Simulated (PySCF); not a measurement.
SMILES Br[C@H]1[C@]2(C)[C@H]1[C@@H]2O, C5H7BrO

Geometry:
| atom | x (Å) | y (Å) | z (Å) |
| --- | --- | --- | --- |
| C1 | 0.719 | -0.452 | 1.614 |
| C2 | 0.112 | -0.159 | 0.282 |
| C3 | -0.417 | 1.098 | -0.414 |
| C4 | -1.319 | -0.024 | -0.077 |
| Br5 | -2.247 | -1.142 | -1.430 |
| C6 | 0.732 | 0.327 | -0.998 |
| O7 | 0.731 | -0.327 | -2.204 |
| H8 | 0.117 | -1.187 | 2.145 |
| H9 | 0.789 | 0.444 | 2.231 |
| H10 | 1.720 | -0.858 | 1.484 |
| H11 | -0.495 | 2.128 | -0.129 |
| H12 | -2.032 | 0.115 | 0.727 |
| H13 | 1.710 | 0.793 | -0.887 |
| H14 | -0.120 | -0.756 | -2.368 |

Method used: PySCF 2.14.0, TDDFT B3LYP/def2-SVPD circular dichroism and optical rotation, one conformer, gas phase. Geometry: GFN2-xTB.

The molecule is flexible and this is one conformer; a measurement averages over conformers. The calculation is non-relativistic, which matters for the atoms heavier than Zn. States above about 7.3 eV lie in this functional's continuum (it starts at minus the energy of the highest occupied orbital, well below the true ionisation energy for most functionals) and depend on the basis.

Stereocentres: C2 R, C3 S, C4 R, C6 S.

Problem. Give the optical rotatory dispersion at 633, 589.3, 546, 436, 405, 365, 355 nm.

Solution. [α] in deg dm⁻¹ (g/mL)⁻¹:
```tsv
λ (nm)	origin-invariant length gauge	modified velocity gauge	length gauge (centre of mass)	isotropic polarisability (au)
633	-107.6	-113.8	-108.0	86.3
589.3	-127.1	-134.4	-127.6	86.6
546	-152.5	-161.2	-153.1	87.1
436	-270.7	-285.6	-271.7	89.1
405	-332.0	-350.0	-333.3	90.0
365	-451.7	-475.6	-453.4	91.7
355	-492.8	-518.6	-494.6	92.2
```

Problem. And for the mirror image at 589.3 nm?

Solution. +127.1 deg dm⁻¹ (g/mL)⁻¹ (origin-invariant length gauge): the same size and the opposite sign.

Problem. What is the molar rotation [Φ] = [α]·M/100 of the geometry above at 589.3 nm?

Solution. With M = 163.01 g/mol, -207.2 deg cm² dmol⁻¹ (origin-invariant length gauge).

The first excitation lies at 5.70 eV (218 nm) with R = -0.4 × 10⁻⁴⁰ esu² cm² (velocity form).
